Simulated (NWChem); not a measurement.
The numbers come from NWChem runs, not from measurements. System: C2H6Be, charge 0, spin multiplicity 1, at a geometry optimised with PBE0/def2-SVP. The structure started from a generated list of species. Level: MP2/def2-TZVP, 3 core orbitals frozen.

Part of the output:

```
             Northwest Computational Chemistry Package (NWChem) 7.3.0
             --------------------------------------------------------

                                NWChem Input Module
                                -------------------

 Scaling coordinates for geometry "geometry" by  1.889725989
 (inverse scale =  0.529177249)

 Turning off AUTOSYM since
 SYMMETRY directive was detected!

                             Geometry "geometry" -> ""
                             -------------------------

 Output coordinates in angstroms (scale by  1.889725989 to convert to a.u.)

  No.       Tag          Charge          X              Y              Z
 ---- ---------------- ---------- -------------- -------------- --------------
    1 Be                   4.0000     0.00000000     0.00000000     0.00018600
    2 C                    6.0000     1.05412200     1.30888700    -0.00000600
    3 H                    1.0000     1.10262800     1.80830200     0.98439400
    4 H                    1.0000     0.76017500     2.08358600    -0.73093400
    5 H                    1.0000     2.08828900     1.01408100    -0.25379900
    6 C                    6.0000    -1.05412200    -1.30888700    -0.00000600
    7 H                    1.0000    -1.10262800    -1.80830200     0.98439400
    8 H                    1.0000    -0.76017500    -2.08358600    -0.73093400
    9 H                    1.0000    -2.08828900    -1.01408100    -0.25379900

 Effective nuclear repulsion energy (a.u.)      51.1940477360

            Nuclear Dipole moment (a.u.)
            ----------------------------
        X                 Y               Z
 ---------------- ---------------- ----------------
    -0.0000000000    -0.0000000000    -0.0000113384

      Symmetry information
      --------------------

 Group name             C2
 Group number              4
 Group order               2
 No. of unique centers     5

      Symmetry unique atoms

     1    2    3    4    5


 Summary of "ao basis" -> "" (spherical)
 ------------------------------------------------------------------------------
       Tag                 Description            Shells   Functions and Types
 ---------------- ------------------------------  ------  ---------------------
 *                         def2-tzvp                  on all atoms

 Summary of "ao basis" -> "ao basis" (spherical)
 ------------------------------------------------------------------------------
       Tag                 Description            Shells   Functions and Types
 ---------------- ------------------------------  ------  ---------------------
 Be                        def2-tzvp                 9       19   5s3p1d
 C                         def2-tzvp                11       31   5s3p2d1f
 H                         def2-tzvp                 4        6   3s1p

                                 NWChem SCF Module
                                 -----------------

  ao basis        = "ao basis"
  functions       =   117
  atoms           =     9
  closed shells   =    11
  open shells     =     0
  charge          =   0.00
  wavefunction    = RHF
  use symmetry    = T
  symmetry adapt  = T

 Summary of "ao basis" -> "ao basis" (spherical)
 ------------------------------------------------------------------------------
       Tag                 Description            Shells   Functions and Types
 ---------------- ------------------------------  ------  ---------------------
 Be                        def2-tzvp                 9       19   5s3p1d
 C                         def2-tzvp                11       31   5s3p2d1f
 H                         def2-tzvp                 4        6   3s1p

      Symmetry analysis of basis
      --------------------------

        a          60
        b          57

 Forming initial guess at       0.1s

      Superposition of Atomic Density Guess
      -------------------------------------

 Sum of atomic energies:         -92.91409148

      Non-variational initial energy
      ------------------------------

 Total energy =     -94.410777
 1-e energy   =    -223.290138
 2-e energy   =      77.685314
 HOMO         =      -0.353965
 LUMO         =      -0.002219

      Symmetry analysis of molecular orbitals - initial
[...]
   Bfn.  Coefficient  Atom+Function         Bfn.  Coefficient  Atom+Function
  ----- ------------  ---------------      ----- ------------  ---------------
     3      0.230778  1 Be s                  4      0.189853  1 Be s
    29     -0.175191  2 C  py                78      0.175191  6 C  py
    26     -0.168666  2 C  py                75      0.168666  6 C  py
     2     -0.159651  1 Be s

 Vector   11  Occ=2.000000D+00  E=-4.164517D-01  Symmetry=b
              MO Center= -1.2D-14, -1.6D-14,  4.3D-05, r^2= 3.2D+00
   Bfn.  Coefficient  Atom+Function         Bfn.  Coefficient  Atom+Function
  ----- ------------  ---------------      ----- ------------  ---------------
     7      0.316867  1 Be py                 6      0.255187  1 Be px
    26      0.189847  2 C  py                75      0.189847  6 C  py
    29      0.166713  2 C  py                78      0.166713  6 C  py
    25      0.152903  2 C  px                74      0.152903  6 C  px

 Vector   12  Occ=0.000000D+00  E= 5.492508D-02  Symmetry=a
              MO Center= -1.4D-13,  1.1D-13,  6.3D-04, r^2= 1.3D+01
   Bfn.  Coefficient  Atom+Function         Bfn.  Coefficient  Atom+Function
  ----- ------------  ---------------      ----- ------------  ---------------
     4      3.184075  1 Be s                  5     -2.714051  1 Be s
    24     -0.919365  2 C  s                 73     -0.919365  6 C  s
    15      0.315959  1 Be d -2              53      0.254777  3 H  s
    59      0.254751  4 H  s                 65      0.254768  5 H  s
   102      0.254777  7 H  s                108      0.254751  8 H  s

 Vector   13  Occ=0.000000D+00  E= 1.163730D-01  Symmetry=a
              MO Center= -1.4D-12,  8.4D-13, -1.1D-02, r^2= 5.4D+00
   Bfn.  Coefficient  Atom+Function         Bfn.  Coefficient  Atom+Function
  ----- ------------  ---------------      ----- ------------  ---------------
    14      1.249973  1 Be pz                33     -0.374210  2 C  pz
    82     -0.374210  6 C  pz                 8     -0.231356  1 Be pz

 Vector   14  Occ=0.000000D+00  E= 1.163773D-01  Symmetry=b
              MO Center=  7.6D-14,  1.3D-13,  1.1D-02, r^2= 5.4D+00
   Bfn.  Coefficient  Atom+Function         Bfn.  Coefficient  Atom+Function
  ----- ------------  ---------------      ----- ------------  ---------------
    12      0.973496  1 Be px                13     -0.784045  1 Be py
    31     -0.291399  2 C  px                80     -0.291399  6 C  px
    32      0.234675  2 C  py                81      0.234675  6 C  py
     6     -0.180182  1 Be px

 center of mass
 --------------
 x =   0.00000000 y =  -0.00000000 z =   0.00004107

 moments of inertia (a.u.)
 ------------------
         220.302184716228        -159.246289468553           0.000000000000
        -159.246289468553         150.819051942880          -0.000000000000
           0.000000000000          -0.000000000000         348.552432035282

  Mulliken analysis of the total density
  --------------------------------------

    Atom       Charge   Shell Charges
 -----------   ------   -------------------------------------------------------
    1 Be   4     3.58   1.02  0.96  0.37  0.26 -0.01  0.79  0.01  0.09  0.09
    2 C    6     6.52   0.85  1.12  0.46  0.70  0.04  1.25  1.52  0.53  0.01  0.02  0.00
    3 H    1     0.90   0.26  0.49  0.13  0.02
    4 H    1     0.90   0.26  0.49  0.13  0.02
    5 H    1     0.90   0.26  0.49  0.13  0.02
    6 C    6     6.52   0.85  1.12  0.46  0.70  0.04  1.25  1.52  0.53  0.01  0.02  0.00
    7 H    1     0.90   0.26  0.49  0.13  0.02
    8 H    1     0.90   0.26  0.49  0.13  0.02
    9 H    1     0.90   0.26  0.49  0.13  0.02

       Multipole analysis of the density wrt the origin
       ------------------------------------------------

     L   x y z        total         open         nuclear
     -   - - -        -----         ----         -------
     0   0 0 0     -0.000000      0.000000     22.000000

     1   1 0 0     -0.000000      0.000000     -0.000000
     1   0 1 0     -0.000000      0.000000     -0.000000
     1   0 0 1      0.000105      0.000000     -0.000011

     2   2 0 0    -16.197576      0.000000     91.573835
     2   1 1 0     -2.039684      0.000000     99.802878
     2   1 0 1     -0.000000      0.000000      0.000000
     2   0 2 0    -17.087493      0.000000    135.120204
     2   0 1 1     -0.000000      0.000000     -0.000000
     2   0 0 2    -14.554824      0.000000     11.196787

                   NWChem MP2 Semi-direct Energy/Gradient Module
                   ---------------------------------------------

  Basis functions       =    117
  Molecular orbitals    =    117
  Frozen core           =      3
  Frozen virtuals       =      0
  Active alpha occupied =      8
  Active beta occupied  =      8
  Active alpha virtual  =    106
  Active beta virtual   =    106
  Use MO symmetry       = T
  Use skeleton AO sym   = T

  AO/Fock/Back tols     =   1.0D-09  1.0D-09  1.0D-09

 GA uses MA = F    GA memory limited = T

 Available:
  local mem=  1.26D+08
 global mem=  1.44D+08
 local disk=  0.00D+00
  mp2_memr nvloc                   106
  nvloc new                   106
   1 passes of   8:        5242880                      70308                  19139093.
   1 passes of   8: M    126151105           G      144151822           F     120908225.

 Semi-direct pass number   1 of   1  for RHF alpha+beta  at        1.9s
  vrange nnbf                  6630
  mp2_eaftype                    73  avail_ma_in_mb                  1099
 EAF : mp2_eaftype filesize          73    9569546.
  mp2_eaf for mointskh                     73
Node 0 wrote     45.0 Mb in      0.1 s     Agg I/O rate:   764.4 Mb/s
 Done moints_semi at        4.5s
  mp2_eaftype                    73  avail_ma_in_mb                  1026
 EAF : mp2_eaftype filesize          73    9569546.
  mp2_eaf for kh                    73
 Done maket at        4.6s
 Done multipass loop at        4.6s

          -------------------------------------------
          SCF energy                 -93.900113329606
          Correlation energy          -0.391055401514
          Singlet pairs               -0.268714720431
          Triplet pairs               -0.122340681083
          Total MP2 energy           -94.291168731119
          -------------------------------------------

          ---------------------------------------------------
                    Spin Component Scaled (SCS) MP2
          Same spin pairs                     -0.081560454055
          Same spin scaling factor             0.333333333333
          Opposite spin pairs                 -0.309494947458
          Opposite spin scaling fact.          1.200000000000
          SCS-MP2 correlation energy          -0.398580754968
          Total SCS-MP2 energy               -94.298694084574
          ---------------------------------------------------

 -----------------------
 Performance information
 -----------------------

 Timer overhead =  1.00D-07 seconds/call

               Nr. of calls         CPU time (s)                 Wall time (s)                GFlops
             ---------------    -------------------     ------------------------------   -------------------
Name         Min   Avg   Max    Min     Avg     Max     Min     Avg     Max   Mx/calls   Min     Max     Sum
mp2: moin     1     1     1    2.6     2.6     2.6      2.6     2.6     2.6     2.6      0.0     0.0     0.0
mp2: make     1     1     1   0.14    0.14    0.14     0.14    0.14    0.14    0.14      0.0     0.0     0.0
mp2: tota     1     1     1    2.8     2.8     2.8      2.8     2.8     2.8     2.8      0.0     0.0     0.0

 The average no. of pstat calls per process was 3.00D+00
 with a timing overhead of 3.01D-07s

 Task  times  cpu:        4.6s     wall:        4.6s

 Total times  cpu:        4.7s     wall:        4.7s
```

Q: Write an NWChem input that would produce this output.

A: Several could match; the one computed here: 
```
start mol
memory heap 200 mb stack 900 mb global 1100 mb
geometry units angstroms nocenter noautoz
  Be     0.000000     0.000000     0.000186
  C      1.054122     1.308887    -0.000006
  H      1.102628     1.808302     0.984394
  H      0.760175     2.083586    -0.730934
  H      2.088289     1.014081    -0.253799
  C     -1.054122    -1.308887    -0.000006
  H     -1.102628    -1.808302     0.984394
  H     -0.760175    -2.083586    -0.730934
  H     -2.088289    -1.014081    -0.253799
  symmetry group C2
end
basis spherical
  * library def2-tzvp
end
scf
  rhf
  nopen 0
  maxiter 100
  thresh 1e-7
  semidirect memsize 60000000 filesize 0
end
mp2
  freeze core 3
end
task mp2 energy
```
